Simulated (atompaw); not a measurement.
**u(r) = r·R(r): atom against pseudo-atom (In)**

Columns: radius, all-electron u(r) and pseudo u(r) of the 4p shell (level -78.02 eV) of indium in the configuration [Ar] 3d10 4s2 4p6 4d10 5s2 5p1; PBEsol, scalar-relativistic, PAW (atompaw) scheme, atompaw 4.2.0.5.

```csv
r (bohr),all-electron,pseudo
0.065,0.4325,0.0098
0.131,0.0136,0.0393
0.196,-0.4988,0.0859
0.262,-0.6554,0.1483
0.327,-0.4867,0.2213
0.392,-0.1500,0.3025
0.458,0.2326,0.3895
0.523,0.5725,0.4763
0.588,0.8405,0.5605
0.654,1.0303,0.6397
0.719,1.1416,0.7081
0.785,1.1906,0.7644
0.850,1.1900,0.8044
0.915,1.1544,0.8276
0.981,1.0941,0.8343
1.046,1.0200,0.8256
1.112,0.9372,0.8038
1.177,0.8530,0.7713
1.242,0.7698,0.7286
1.308,0.6887,0.6744
1.373,0.6137,0.6115
1.438,0.5442,0.5442
1.504,0.4797,0.4797
1.569,0.4223,0.4223
1.635,0.3699,0.3699
1.700,0.3238,0.3238
```

Task: How many radial nodes do the two functions have?

Result: The all-electron 4p function has n − l − 1 = 2; the pseudo-wave has 0, since the states of the same l below it are removed with the core.

Task: At about which radius was the pseudo-wave matched?

Result: 1.45 bohr, where the columns begin to agree (steps of 0.07 bohr).

Task: Is the pseudo-wave norm-conserving?

Result: No, it belongs to a PAW set: the norm inside the radius is not constrained, and the difference is carried by the augmentation charge.
